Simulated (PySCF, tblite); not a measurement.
Isomers of C6H11F2NSi, one GFN2-xTB conformer each. Single-point energies are computed at PBE0/pcSseg-1 (PySCF, gas phase, no added dispersion term), electronic only.

```csv
SMILES,GFN2-xTB relative energy (kJ/mol)
C=C(F)[C@@H]1C[C@@H](F)CN1[SiH3],0.0
C=C(F)[C@@H]1C[C@H](F)CN1[SiH3],3.6
C#CC[C@@H](CC(F)F)N[SiH3],135.5
```

Conformers: `[CH2:1]=[C:2]([F:3])[C@@H:4]1[CH2:5][C@@H:6]([F:7])[CH2:8][N:9]1[SiH3:10]` with C1–C2–C4–C5 -144°, C2–C4–C5–C6 -91°, C4–C5–C6–F7 -131°, C5–C6–C8–N9 -11°, C6–C8–N9–Si10 -170°; `[CH2:1]=[C:2]([F:3])[C@@H:4]1[CH2:5][C@H:6]([F:7])[CH2:8][N:9]1[SiH3:10]` with C1–C2–C4–C5 -121°, C2–C4–C5–C6 -129°, C4–C5–C6–F7 148°, C5–C6–C8–N9 -39°, C6–C8–N9–Si10 -166°; `[CH:1]#[C:2][CH2:3][C@@H:4]([CH2:5][CH:6]([F:7])[F:8])[NH:9][SiH3:10]` with C2–C3–C4–C5 64°, C3–C4–C5–C6 -173°, C4–C5–C6–F7 73°, C3–C4–N9–Si10 90°.

What does PBE0/pcSseg-1 give for the same structures?

```json
{"SMILES": "C=C(F)[C@@H]1C[C@H](F)CN1[SiH3]", "PBE0/pcSseg-1 E (Eh)": "-778.44841", "PBE0/pcSseg-1 (kJ/mol)": "0.0", "GFN2-xTB (kJ/mol)": "3.6", "point group": "C1"}
{"SMILES": "C=C(F)[C@@H]1C[C@@H](F)CN1[SiH3]", "PBE0/pcSseg-1 E (Eh)": "-778.44754", "PBE0/pcSseg-1 (kJ/mol)": "2.3", "GFN2-xTB (kJ/mol)": "0.0", "point group": "C1"}
{"SMILES": "C#CC[C@@H](CC(F)F)N[SiH3]", "PBE0/pcSseg-1 E (Eh)": "-778.41213", "PBE0/pcSseg-1 (kJ/mol)": "95.3", "GFN2-xTB (kJ/mol)": "135.5", "point group": "C1"}
```

GFN2-xTB puts C=C(F)[C@@H]1C[C@@H](F)CN1[SiH3] lowest instead; measured from each level's own lowest isomer, the values differ by up to 40.2 kJ/mol (C#CC[C@@H](CC(F)F)N[SiH3]: 135.5 against 95.3). As drawn, the lowest has a C=C bond outside aromatic rings, which the highest lacks; the highest has a C≡C bond, an N–H bond and two fluorines on one carbon, which the lowest lacks. Neighbours under 10 kJ/mol apart (C=C(F)[C@@H]1C[C@H](F)CN1[SiH3] and C=C(F)[C@@H]1C[C@@H](F)CN1[SiH3]) can change places with a better method, another conformer or zero-point energy. C=C(F)[C@@H]1C[C@H](F)CN1[SiH3] and C=C(F)[C@@H]1C[C@@H](F)CN1[SiH3] are stereoisomers, 2.3 kJ/mol apart in the conformers taken.

Which frontier levels, dipoles and rotational constants go with these structures?

```tsv
SMILES	HOMO (eV, PBE0/pcSseg-1)	LUMO (eV)	dipole (D)	A, B, C (MHz)
C=C(F)[C@@H]1C[C@H](F)CN1[SiH3]	-6.69	0.13	2.21	1439, 932.9, 675.3
C=C(F)[C@@H]1C[C@@H](F)CN1[SiH3]	-6.63	0.12	1.63	1341, 1020, 683.0
C#CC[C@@H](CC(F)F)N[SiH3]	-7.17	0.28	2.78	940.2, 843.1, 508.4
```

What happens when harmonic zero-point energies from GFN2-xTB frequencies are added?

| SMILES | ZPE (kJ/mol) | electronic (kJ/mol) | with ZPE (kJ/mol) |
| --- | --- | --- | --- |
| C=C(F)[C@@H]1C[C@H](F)CN1[SiH3] | 411.0 | 0.0 | 0.0 |
| C=C(F)[C@@H]1C[C@@H](F)CN1[SiH3] | 411.2 | 2.3 | 2.5 |
| C#CC[C@@H](CC(F)F)N[SiH3] | 403.2 | 95.3 | 87.5 |

The zero-point energies span 8.0 kJ/mol. The order is unchanged.
